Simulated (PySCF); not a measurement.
Sn(Cl)2(NH2)2 (Cl₂H₄N₂Sn), SMILES [NH2][Sn]([NH2])([Cl])[Cl].

Geometry: r2SCAN-D4/def2-SVP. The structure was generated by enumeration; whether it is a known compound was not checked. The def2 effective core potentials stand for the cores of Sn; spin–orbit coupling is left out. The values are those of a single conformer.

Calculation: r2SCAN-D4/def2-SVP run with PySCF 2.14.0.

Frequencies are harmonic and unscaled.

**Question.** Estimate the vibrational spectrum. (An estimate is asked for; the answer gives what the named calculation found.)

**Answer.** 
| mode | ν (cm⁻¹) | IR (km/mol) | Raman (Å⁴/amu) | depolarisation | moving atoms (share of kinetic energy) |
|---|---|---|---|---|---|
| 1 | 90 | 9.8 | 3.5 | 0.75 | Cl 63 %, N 19 %, H 14 % |
| 2 | 117 | 0.2 | 3.9 | 0.73 | N 52 %, Cl 28 %, H 20 % |
| 3 | 118 | 13.3 | 0.3 | 0.75 | H 75 %, Cl 12 %, Sn 9 % |
| 4 | 140 | 0.0 | 3.2 | 0.58 | N 36 %, H 26 %, Cl 20 %, Sn 18 % |
| 5 | 147 | 35.8 | 2.8 | 0.75 | N 31 %, H 30 %, Cl 22 %, Sn 17 % |
| 6 | 153 | 10.4 | 4.7 | 0.75 | N 52 %, H 17 %, Sn 17 %, Cl 14 % |
| 7 | 240 | 25.4 | 1.3 | 0.45 | H 72 %, N 26 % |
| 8 | 358 | 27.5 | 20.2 | 0.04 | Cl 83 %, Sn 14 % |
| 9 | 377 | 71.2 | 5.2 | 0.75 | Cl 72 %, Sn 27 % |
| 10 | 553 | 155.7 | 36.6 | 0.04 | N 72 %, H 21 % |
| 11 | 558 | 115.3 | 7.2 | 0.75 | N 59 %, H 35 % |
| 12 | 661 | 43.2 | 3.9 | 0.26 | H 70 %, N 28 % |
| 13 | 667 | 50.2 | 4.9 | 0.75 | H 56 %, N 33 %, Sn 11 % |
| 14 | 863 | 22.7 | 0.6 | 0.75 | H 91 %, N 9 % |
| 15 | 871 | 18.5 | 1.0 | 0.26 | H 90 %, N 10 % |
| 16 | 1529 | 29.8 | 0.3 | 0.75 | H 92 %, N 8 % |
| 17 | 1531 | 0.6 | 5.7 | 0.65 | H 92 % |
| 18 | 3501 | 45.6 | 43.1 | 0.75 | H 96 % |
| 19 | 3501 | 9.4 | 250.8 | 0.04 | H 96 % |
| 20 | 3607 | 18.7 | 104.6 | 0.75 | H 92 %, N 8 % |
| 21 | 3607 | 34.6 | 56.5 | 0.75 | H 92 %, N 8 % |
